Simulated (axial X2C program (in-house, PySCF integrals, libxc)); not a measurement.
**Low determinants of AuSi at the PBE0 level, two-component**

Computed with an in-house all-electron X2C program for linear molecules (integrals from PySCF). Two-component (2c) means X2C with spin–orbit coupling and atomic mean-field two-electron Coulomb and Gaunt terms. Basis: Au dyall-cv3z [13s14p9d6f4g], Si dyall-v3z [8s7p2d1f] (cores contracted in-house); Gaussian nuclei, density fitting, unrestricted open shells. Masses: Au 196.967 u, Si 27.977 u.

Search at 2.246 Å (vertical energies from the lowest determinant):

| ΔE (eV) | state | electrons beyond evenly filled partner blocks | electrons in ±ω = 1/2, 3/2, 5/2, 7/2 |
| --- | --- | --- | --- |
| 0.00 | Ω = 1/2 | ω = 1/2 | 55 26 10 2 |
| 0.14 | Ω = 3/2 | ω = 3/2 | 54 27 10 2 |
| 1.96 | Ω = 1/2 | 2 × ω = -1/2, ω = 3/2 | 54 27 10 2 |
| 2.47 | Ω = 5/2 | 2 × ω = 1/2, ω = 3/2 | 54 27 10 2 |
| 2.66 | Ω = 1/2 | ω = 1/2 | 53 28 10 2 |
| 3.13 | Ω = 3/2 | 3 × ω = 1/2 | 55 26 10 2 |
| 3.56 | Ω = 7/2 | ω = -1/2, ω = 3/2, ω = 5/2 | 55 27 9 2 |

Lowest determinant, Ω = 1/2 (⟨Sz⟩ = -0.49, ⟨Lz⟩ = 0.99 at PBE0): Re = 2.237 Å, ωe = 383.9 cm⁻¹.

The determinant in row 2 of the search, Ω = 3/2 (⟨Sz⟩ = 0.50, ⟨Lz⟩ = 1.00 at PBE0), was followed along the bond at PBE0; measured from the minimum of the lowest determinant it gives:

Te = 0.145 eV (1166 cm⁻¹), Re = 2.258 Å, ωe = 373.2 cm⁻¹.

**Question.** Compare the bond of the determinant in row 2 with that of the lowest one.

**Answer.** At PBE0 its Re is 0.021 Å longer and its force constant, which goes as ωe², is 0.95 times that of the lowest determinant. T0 ≈ Te + Δωe/2 = 1166 + (-5) = 1161 cm⁻¹.

The search compares states at one distance, so a state with another bond length can lie lower; it is not exhaustive and yields mostly the lowest determinant of each block pattern, so other components and higher states of one pattern are missing. These are energies of single determinants, not of spin-adapted states; PBE0 term energies can be off by some tenths of an eV, and the functional has no current term.
